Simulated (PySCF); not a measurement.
Compound: C5H7BO2.
Z-matrix (Å and degrees, PBE0-D3(BJ)/def2-SVP geometry), rows numbered from 1:
```
C 
C   1  1.4695
C   2  1.3295  1  150.16
C   3  1.4261  2   62.59  1  -179.84
C   4  1.3469  2  153.78  3  -179.50
B   5  1.5345  4  121.17  2   179.58
O   6  1.3755  5  118.93  4  -179.03
O   6  1.3798  5  118.92  4     0.95
H   1  1.1016  2  109.85  3  -122.01
H   1  1.0989  2  112.13  3    -0.44
H   1  1.1016  2  109.81  3   121.10
H   3  1.0882  2  148.96  4  -179.71
H   5  1.0939  4  117.83  2    -0.42
H   7  0.9605  6  114.58  5  -179.61
H   8  0.9605  6  114.19  5  -179.96
```

Linear response at B3LYP/def2-SVPD (PySCF, frozen core in the response, non-relativistic).

Static isotropic polarisability: 85.26 au (12.63 Å³), principal values 54.3, 79.9, 121.6 au.

(1) What is the polarisability at 1064 nm and at the sodium D line?

(2) What is the isotropic C6 coefficient between two such molecules, C6 = (3/π)∫α(iω)² dω?

(3) Which effective excitation energy ω̄ makes London's formula C6 = (3/4)α²ω̄ exact here?

(4) How anisotropic is the static polarisability, by Δα² = ½[(α1 − α2)² + (α2 − α3)² + (α3 − α1)²]?

(5) What three-body coefficient follows from the one-pole estimate C9 = (3/4)·α·C6?

(6) The lowest 10 singlets have (eV, f): 4.30, 0.017; 4.65, 0.000; 5.24, 0.003; 5.91, 0.607; 6.04, 0.000; 6.10, 0.005; 6.38, 0.016; 6.50, 0.007; 6.92, 0.000; 6.97, 0.026. What share of the static polarisability do they carry in the sum over states α = Σ f/ω²?

(7) What n − 1 at the D line would an ideal gas of it have at 273.15 K and 1 atm (2.6868 × 10¹⁹ cm⁻³), by n − 1 = 2π·N·α′?

(8) How many electrons N does the Slater–Kirkwood formula C6 = (3/4)·√N·α^(3/2) need to give this C6?

(9) What molar refraction at the D line follows from R = (4π/3)·N_A·α′, with α′ the polarisability volume?

## Answers

(1) 86.39 au at 1064 nm (+1.3 %), 89.22 au at 589.3 nm (+4.7 %). The rise at 589.3 nm is 3.50 times that at 1064 nm; a pure ω² law gives 3.26. The lowest singlet lies at 288 nm, shorter than both wavelengths.

(2) 2699 au (Eh·bohr⁶) by a ten-point quadrature over imaginary frequencies, which is 1610 eV·Å⁶ or 156 J·nm⁶/mol.

(3) ω̄ = 4·C6/(3α²) = 0.495 Eh = 13.5 eV. A one-pole form α(ω) = α/(1 − ω²/ω̄²) fitted to the 1064 nm value gives 10.2 eV. London's choice of the ionisation energy (7.75 eV, ΔSCF at the same level) gives C6 = 1550 au, 42 % too low.

(4) Δα = 58.9 au, or 0.69 of the isotropic value.

(5) 173000 au. This is an estimate from the two numbers above, not a computed integral.

(6) 14.55 au, 17.1 % of α; the largest term, 12.86 au, is that of the state at 5.91 eV. Their oscillator strengths add up to 0.68. Higher states carry the rest.

(7) 22.32 × 10⁻⁴, a formal value whether or not that pressure can be reached.

(8) N = (4·C6/3)²/α³ = 20.9; the species has 58 electrons in all.

(9) α′ = 13.22 Å³ gives R = 33.35 cm³/mol, for isolated, non-vibrating species.

One conformer stands for the species.
